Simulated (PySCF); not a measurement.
C3H8AlCl, SMILES [AlH]([CH2]CC)[Cl].

Geometry optimised at B3LYP-D3(BJ)/def2-SVP. Other conformers were not sampled.

Level of theory: C-PCM-PBE0/def2-SVP (PySCF).

The values are the electrostatic part of the solvation free energy, E(continuum) − E(gas) at the gas-phase geometry, in a cavity of scaled van der Waals radii (PySCF's table); cavitation and dispersion terms are not included. A continuum can't describe solvent molecules that bind to the metal. In vacuum the orbital gap is 6.68 eV. The dipole moment in vacuum is 1.92 D.

```csv
solvent,ε,ΔG(elec) (kcal/mol),dipole (D),gap (eV)
water,78.36,-4.9,2.29,6.98
dimethylsulfoxide,46.83,-4.8,2.29,6.98
ethylethanoate,5.99,-4.0,2.23,6.94
```
